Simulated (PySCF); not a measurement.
In(H)2(SiH3) (H5InSi), SMILES [SiH3][InH2]. Atoms are numbered in the order given.

```xyz
7

In    -0.3204    -0.5504     0.0668
H      0.1639    -1.6908     1.2714
H     -1.6869    -0.9496    -0.9106
Si     0.9645     1.6597    -0.2079
H      0.7268     2.5250     0.9821
H      0.5620     2.4325    -1.4134
H      2.4316     1.4176    -0.2896
```
Charge 0, spin multiplicity 1.

Geometry optimised at r2SCAN-D4/def2-TZVP. The def2 effective core potentials stand for the cores of In; spin–orbit coupling is left out.

Computed with HF/def2-TZVPD (PySCF).

Mulliken values depend strongly on the basis, most of all with diffuse functions as here. ESP charges are fitted to the potential on shells at 1.4 to 2.0 van der Waals radii. Atomic charges (e):

```csv
atom,Mulliken,ESP fit
In1,0.61,___
H2,-0.20,___
H3,-0.20,___
Si4,-0.13,___
H5,-0.03,___
H6,-0.03,___
H7,-0.03,___
```

Task: Some entries are withheld; supply them. (The exact figures need the calculation; the answer reports its results.)

Result: 
- In1, ESP fit: 0.80
- H2, ESP fit: -0.30
- H3, ESP fit: -0.30
- Si4, ESP fit: -0.12
- H5, ESP fit: -0.02
- H6, ESP fit: -0.03
- H7, ESP fit: -0.03
